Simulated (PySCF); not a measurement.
SiHCl3, SMILES Cl[SiH](Cl)Cl. Coordinates come from a PBE0-D3(BJ)/def2-SVP optimisation. The isomer is the one that the SMILES or the coordinates give; other isomers of the formula were not compared.

The numbers are results of PySCF with PBE0-D3(BJ)/def2-SVP, not measurements.

Harmonic wavenumbers (cm⁻¹): 171, 171, 246, 501, 614, 614, 808, 808, 2324. Rotational constants (GHz): 2.389, 2.389, 1.283; symmetry number 3.

Question: Work out the zero-point energy and the ideal-gas rigid-rotor harmonic-oscillator thermochemistry at 298.15 K and 1 atm.

Answer: ZPE = ½ Σ hcν = ½ × 6258 cm⁻¹ = 8.95 kcal/mol. H − E(el) = 12.81 kcal/mol. Entropy in cal/(mol K): translation 40.62, rotation 25.99, vibration 8.51, total 75.12. G − E(el) = -9.58 kcal/mol. Cp = 18.00 cal/(mol K).
